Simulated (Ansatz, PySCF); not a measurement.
Species: BeF₂ (charge 0, singlet). SMILES: [F][Be][F]
Geometry: optimised at B3LYP-D3(BJ)/def2-TZVP (Ansatz, an electronic-structure program).

Property: atomisation energy (electronic, to ground-state atoms), in kJ/mol. Correlated levels leave the core frozen unless marked. UHF or UKS for open shells. Spin-orbit coupling is left out. Non-relativistic. The coupled-cluster limit lacks core correlation, which all-electron functionals hold. CBS marks a two-point X^-3 extrapolation of the correlation energy; Hartree-Fock from the larger set.

| level | program | atomisation energy (kJ/mol) |
|---|---|---|
| HF/def2-TZVPD | PySCF | 980.4 |
| PBE-D4/def2-TZVPD | Ansatz + dftd4 | 1300.3 |
| revPBE-D3(BJ)/def2-TZVPD | Ansatz + dftd3 | 1252.1 |
| BHLYP/def2-TZVPD | Ansatz | 1208.7 |

**Question.** Estimate the value at CCSD(T)/CBS(def2-TZVPPD,def2-QZVPPD) as computed with Ansatz.

**Answer.** 1278.5 kJ/mol, so BHLYP/def2-TZVPD differs from it by -69.8 kJ/mol.
